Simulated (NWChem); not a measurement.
Species: ZnNH₂Cl; SMILES [NH2][Zn][Cl]

```xyz
5

Zn     0.1479    -0.3142    -0.0002
Cl    -0.0344     1.7847     0.0018
N      0.4564    -2.1023    -0.0018
H      0.1538    -2.6126    -0.8285
H      0.1242    -2.6196     0.8090
```
Atoms are numbered in this order, from 1.

Computed with NWChem. Pople sets run with spherical d functions. Structure relaxed at the PBE0/def2-SVP level. B3LYP is NWChem's, with the RPA form of VWN correlation. GIAO values for the isolated, static molecule; σ is the absolute isotropic shielding, δ = σ(reference) − σ with the isolated reference molecule computed at the same levels (1H: tetramethylsilane, 15N: ammonia).

```
level                σ Zn1 (ppm)  σ Cl2 (ppm)  δ N3 (ppm)  δ H4 (ppm)
-------------------  -----------  -----------  ----------  ----------
PBE0/pcSseg-1             1613.7       1060.5       -17.4       -0.40
Hartree-Fock/6-31G*            …            …           …           …
B3LYP/6-31G*              1804.2       1023.6        -2.5       -0.24
```

Q: Some entries are withheld; supply them.

A: 
- Hartree-Fock/6-31G*, σ Zn1 (ppm): 1951.7
- Hartree-Fock/6-31G*, σ Cl2 (ppm): 1112.3
- Hartree-Fock/6-31G*, δ N3 (ppm): -24.6
- Hartree-Fock/6-31G*, δ H4 (ppm): -0.94
